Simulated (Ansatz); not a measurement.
Wavefunction ladder for `S=CB(S)Cl`

```xyz
7

S     1.741    1.643    0.560
C     0.791    0.556   -0.153
B    -0.462   -0.112    0.512
S    -1.431   -1.325   -0.371
Cl   -0.964    0.293    2.131
H     1.030    0.253   -1.177
H    -0.704   -1.306   -1.502
```

Charge 0, multiplicity 1. The structure was optimised at the PBE0-D4/def2-TZVP level. It is one conformer, not always the lowest. Frozen core, restricted reference, Ansatz. CBS rows extrapolate triple and quadruple zeta; past MP2 they add the triple-zeta difference.

```csv
basis,HF (Eh),MP2 corr.,CCSD corr.,(T),CCSD(T) total
def2-SVP,-1317.88003,-0.60291,-0.65280,-0.02387,-1318.55670
def2-TZVPP,-1318.38072,-0.78726,-0.83927,-0.04404,-1319.26403
def2-QZVPP,-1318.41798,-0.85333,–,–,–
CBS(def2),-1318.42312,-0.90227,-0.95428,as TZ,-1319.42144
```
